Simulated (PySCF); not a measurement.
Electron correlation in Au⁺ (gold, charge +1)

[Xe] 4f14 5d9 6s1, high-spin 3D determinant (an excited configuration). Computed with PySCF 2.14 in ANO-RCC-VTZP, with the spin-free X2C one-electron Hamiltonian (Gaussian nucleus). Frozen: [Kr] 4d10 4f14; 18 electrons correlated.

```tsv
level	correlation energy (mhartree)
CCSD	-488.44
(T)	-13.90
CCSD(T)	-502.34
```

Diagnostics: T1 = 0.0091, D1 = 0.0308, largest double amplitude 0.020.

Question: Is a single reference adequate?

Answer: Yes, within this model without spin-orbit coupling: T1 lies below 0.03 and no double amplitude reaches 0.07.
